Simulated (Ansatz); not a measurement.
Two structures of Si2H3Cl3, closed shell, reached by relaxing down either side of one saddle point (PBE0-D4/def2-TZVP). Energies are electronic, without zero-point energy. Computed with Ansatz 0.2.0 (basis: def2-TZVPP and def2-QZVPP); correlated methods freeze the cores. Extrapolation: Hartree–Fock as exp(−7.88 √X), correlation as X^−2.97. First:

```xyz
8
angstrom
Si -0.3590 0.0728 1.2045
Si 0.3055 -0.0619 -1.0251
Cl 2.1298 -0.9692 -1.1806
Cl -1.0422 -1.1436 -2.1154
Cl 0.4459 1.8024 -1.8497
H -1.6857 0.7360 1.2623
H 0.6495 0.8669 1.9501
H -0.4437 -1.3035 1.7540
```

Second:

```
8
angstrom
Si -0.0242 -0.3905 1.5807
Si -0.4626 0.9565 -1.6704
Cl 1.0185 -1.0473 -0.0896
Cl -1.0785 -0.4466 -3.0840
Cl 1.2695 1.7014 -2.5595
H -1.4651 -0.5968 1.3253
H 0.2956 1.0381 1.7823
H 0.4469 -1.2149 2.7153
```

(1) Which bonds change from the first to the second?

(2) Give the saddle point's structure and its height above each. (To be estimated.)

The T1 diagnostic stays at or below 0.012.

Answers

(1) Si₂H₃Cl₃ ([SiH3][Si]([Cl])([Cl])[Cl]) → SiH₃Cl ([SiH3][Cl]) + SiCl₂; bonds formed: Si1–Cl3; bonds broken: Si1–Si2, Si2–Cl3.

(2) By the calculation: 2.071 eV above the first and 0.598 eV above the second (CCSD(T) at an estimated basis limit (MP2 extrapolated from triple and quadruple zeta, plus CCSD(T) − MP2 in triple zeta)).
```xyz
8
angstrom
Si -0.1487 -0.1672 1.2493
Si -0.1755 0.5034 -1.2049
Cl 1.1865 -1.1895 -0.3488
Cl -1.1569 -0.4895 -2.7220
Cl 1.2118 1.7068 -2.1415
H -1.5969 -0.4846 1.2390
H 0.2152 1.2047 1.6783
H 0.4647 -1.0843 2.2507
```

Losses and insertions of silylenes and their heavier kin drive the gas-phase chemistry of silicon and germanium vapour deposition.

Labels in which every atom is bracketed show which atoms are joined, not bond orders.

For scale, one of the runs: CCSD(T)/def2-TZVPP, 252 basis functions, launched by `ansatz run in.yaml --threads 8 --pin off --events-out ev --progress --plain --max-ram 19148MiB`. Hardware: 8 CPU threads of an Intel Xeon Platinum 8259CL, shared host. Wall time 34 s; peak host memory 4.6 GiB.
